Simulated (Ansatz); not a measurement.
C2H10AlBSi can be A, `B[CH2][Al]([CH3])[SiH3]`, or B, `[CH3][Al]([CH3])[BH][SiH3]`.

Gas-phase electronic energies from Ansatz, PBE0-D4/def2-TZVP geometries. CBS: MP2 limit from def2 TZ/QZ plus the TZ coupled-cluster correction, frozen cores. Functionals use def2-TZVPP. B3LYP here is the variant with VWN-RPA as its local correlation; programs differ in this. Each species was taken in one conformer, which may not be the lowest.

A:

```xyz
15

B    -1.146   -0.928   -1.836
C    -1.225   -1.234   -0.365
Al    0.219   -0.064    0.370
C     1.821   -0.922    1.075
Si   -0.169    2.360    0.444
H    -0.463   -1.591   -2.567
H    -1.678    0.050   -2.288
H    -0.955   -2.235   -0.022
H    -2.078   -0.811    0.180
H     2.628   -0.218    1.288
H     2.197   -1.681    0.383
H     1.586   -1.442    2.012
H    -1.620    2.705    0.448
H     0.451    3.005    1.638
H     0.433    3.008   -0.759
```

B:

Z-matrix (Å, degrees):
```
C
Al 1 1.963
H 1 1.097 2 109.7
H 1 1.095 2 111.1 3 -117.4
H 1 1.092 2 114.0 3 120.2
C 2 1.962 1 119.1 3 75.9
B 2 2.116 1 120.1 3 -106.4
H 6 1.094 2 111.7 1 -34.9
H 6 1.093 2 113.6 1 -157.7
H 6 1.097 2 109.4 1 82.9
Si 7 2.005 2 123.6 1 -94.9
H 7 1.202 2 121.9 1 89.2
H 11 1.491 7 114.6 2 24.0
H 11 1.491 7 115.8 2 150.3
H 11 1.498 7 103.7 2 -92.0
```

Task: Which isomer does CCSD(T)/CBS put lower? Give the gap. (An estimate is asked.)

Result: Ansatz gave: A, by 88.0 kJ/mol.

Task: Give E(B) − E(A) in kJ/mol with r2SCAN-D4, CCSD(T)/def2-TZVPP, PBE0-D4, B3LYP, ωB97M-V, B3LYP-D4, PBE-D4. (Estimate.)

Result: The calculation gave: r2SCAN-D4 90.3, CCSD(T)/def2-TZVPP 88.8, PBE0-D4 90.3, B3LYP 85.4, ωB97M-V 90.2, B3LYP-D4 88.1, PBE-D4 89.6. None reverses the order clearly.

Largest T1 diagnostic: 0.012.

In def2-TZVPP, CCSD(T) changes the Hartree–Fock value by +9.5 kJ/mol (the triples alone add +2.7 kJ/mol) and MP2 by +16.9 kJ/mol.
